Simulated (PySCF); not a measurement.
Deuteron quadrupole couplings in `C=CCn1ncpc1F`

C5H6FN2P.
Structure used (GFN2-xTB), in Å, numbered top down from 1:
```
atom  x, y, z in Å
C1    -2.4974   -0.0561    0.7426
C2    -1.4655    0.6253    0.2851
C3    -0.6112    0.1723   -0.8645
N4     0.7487   -0.0496   -0.4217
N5     1.6582    0.8946   -0.5681
C6     2.7979    0.5247   -0.0499
P7     2.8464   -1.0705    0.6904
C8     1.1861   -1.1482    0.2212
F9     0.3093   -2.1406    0.3961
H10   -3.0839    0.2933    1.5744
H11   -2.8017   -0.9907    0.3005
H12   -1.1562    1.5555    0.7418
H13   -1.0012   -0.7549   -1.2917
H14   -0.5621    0.9481   -1.6326
H15    3.6282    1.2050   -0.1096
```

Level: PBE0/pcSseg-1 (PySCF, non-relativistic); Q(2H) = 0.00286 b; rigid geometry, the same for H and D, with no vibrational averaging.

Question: Rank these positions by the coupling χzz of a deuteron there, largest first.
A. H12 (vinylic hydrogen)
B. H15 (aromatic hydrogen)
C. H13 (methylene hydrogen)

Answer: B (227 kHz), A (217 kHz), C (196 kHz).

Tabulate Vzz, the asymmetry η and χzz = 234.96 MHz × Q × Vzz for every hydrogen position.

```tsv
atom	bonded to	bond length (Å)	Vzz (au)	η	χzz (kHz)
H10	C1	1.076	0.3373	0.04	227
H11	C1	1.078	0.3337	0.05	224
H12	C2	1.081	0.3227	0.06	217
H13	C3	1.093	0.2919	0.07	196
H14	C3	1.093	0.2913	0.05	196
H15	C6	1.075	0.3376	0.07	227
```

How does χzz go with the bond length over the 6 C–H bonds?

A straight-line fit has a slope of -18.0 kHz for each 0.01 Å, with a correlation coefficient of -1.00, over lengths from 1.075 to 1.093 Å. The longer bonds have the smaller couplings here.

A static deuteron (I = 1) shows a doublet split by (3/2)χ, (3/4)χ(1 + η) and (3/4)χ(1 − η) with the field along z, y and x of the gradient. What are these for H12?

With |χ| = 216.9 kHz and η = 0.061: 325, 173 and 153 kHz, to first order and without motion.

One conformer (not necessarily the lowest) at the GFN2-xTB geometry, without solvent, vibrations or thermal averaging. GFN2-xTB bond lengths can be off by several hundredths of an ångström, more for odd bonds, and the gradients follow them. A larger basis could move these couplings by a tenth or more.
